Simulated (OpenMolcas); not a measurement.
V2+ (d3) among equal point charges was computed by CASSCF with the d shell active (OpenMolcas, ANO-RCC-VDZP on the metal). Its lowest spin-free states, and all those of the highest spin:

```csv
2S+1,Degeneracy,E (cm-1)
4,1,0.0
4,2,4960
4,1,6918
4,1,7739
4,2,12443
2,2,13934
2,1,14878
2,1,16154
2,1,16328
2,1,18390
2,1,19959
2,1,20105
4,1,23445
4,2,26407
```

Q: Is the site octahedral, tetrahedral or cube-like, axial, or of lower symmetry?

A: The states with 2S+1 = 4 have orbital degeneracies 1, 2, 1, 1, 2, 1, 2. There are pairs but no triples, so the site is axial: not cubic, but with a proper or improper axis of order three or more. The run had V2+ among 5 point charges of -1.5 e arranged as a square pyramid (C4v), 1.88 Å from the ion, with the axial distance 1.974 Å. The active orbitals were held to one l.

Without dynamic correlation the repulsion within the d shell is too large (B by tens of per cent), so at a given field states of lower spin stand too high. This is an electrostatic model: the charges have no orbitals. An unlabelled pair can be two single states that coincide in this model. No measured value stands beside these numbers.
